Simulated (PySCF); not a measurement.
SMILES s1c(ccc1)C[SeH] (C₅H₆SSe), singlet, GFN2-xTB optimised geometry.

```
13

Se     0.07     2.78    -1.89
C      0.00     2.05    -0.02
C     -0.19     0.59     0.01
C      0.76    -0.38     0.00
C      0.21    -1.69     0.00
C     -1.14    -1.69     0.00
S     -1.79    -0.10     0.00
H     -1.26     2.34    -2.23
H      0.96     2.34     0.41
H     -0.81     2.58     0.48
H      1.81    -0.18     0.00
H      0.81    -2.58     0.00
H     -1.81    -2.52     0.00
```

Density from CAM-B3LYP/def2-TZVP (PySCF) at that geometry.

Minimum of the electron density along straight lines between bonded atoms, close to the bond critical point (lines longer than 1.1 times the sum of covalent radii, or with two minima, are not listed):

```tsv
bond	length / Å	ρ at the minimum / e bohr⁻³	∇²ρ there / e bohr⁻⁵	position (fraction from the first atom)
Se1–C2	2.007	0.135	(withheld)	0.52
C2–C3	1.471	0.276	(withheld)	0.49
C3–C4	1.363	0.334	-0.99	0.52
C4–C5	1.412	0.307	-0.89	0.50
C5–C6	1.356	0.338	-1.01	0.49
C3–S7	1.738	0.212	-0.43	0.48
C6–S7	1.718	0.219	(withheld)	0.48
Se1–H8	1.445	0.185	-0.34	0.63
C2–H9	1.091	0.282	-0.99	0.65
C2–H10	1.090	0.284	-1.00	0.65
C4–H11	1.076	0.289	-1.05	0.65
C5–H12	1.075	0.290	-1.06	0.65
C6–H13	1.072	0.292	-1.07	0.65
```

### Question
Complete the blanks.

### Answer

- Se1–C2, ∇²ρ there / e bohr⁻⁵: -0.13
- C2–C3, ∇²ρ there / e bohr⁻⁵: -0.77
- C6–S7, ∇²ρ there / e bohr⁻⁵: -0.47
